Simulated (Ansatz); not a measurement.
C$_{5}$H$_{4}$F$_{6}$, SMILES `F[C@@H]1[C@@H](F)[C@H](F)C(F)(F)[C@@H]1F` at its PBE0-D4/def2-TZVP geometry, where that method's forces vanish. Total charge 0; spin multiplicity 1.

```xyz
15

F     1.5084   -0.6500    1.7792
C     0.4964   -0.8112    0.8633
C     1.0030   -0.6008   -0.5735
F     0.6499   -1.6752   -1.3468
C     0.2773    0.6530   -1.0583
F     0.1320    0.7151   -2.4032
C    -1.0480    0.6309   -0.3033
F    -1.8918   -0.2735   -0.8323
F    -1.6714    1.8259   -0.3138
C    -0.6161    0.2039    1.1005
F    -1.6493   -0.3035    1.8280
H     0.1003   -1.8267    0.9479
H     2.0898   -0.5002   -0.5969
H     0.8312    1.5357   -0.7148
H    -0.2117    1.0764    1.6242
```

Question: What forces (eV/Å) does B3LYP-D4/def2-TZVPP give on these atoms in the Gaussian-basis code of Ansatz? (Estimate.)

Answer: Ansatz gave: 
```
F1   0.307  0.044  0.281
C2  -0.260 -0.298 -0.113
C3   0.351  0.204  0.120
F4  -0.093 -0.332 -0.241
C5   0.157  0.194  0.264
F6  -0.043  0.030 -0.409
C7   0.230 -0.005  0.098
F8  -0.276 -0.294 -0.176
F9  -0.196  0.385 -0.003
C10  0.245  0.277  0.019
F11 -0.310 -0.147  0.229
H12  0.039  0.074  0.011
H13 -0.078 -0.010 -0.007
H14 -0.032 -0.054 -0.050
H15 -0.042 -0.067 -0.023
```

B3LYP here is the variant with VWN-RPA as its local correlation; programs differ in this.
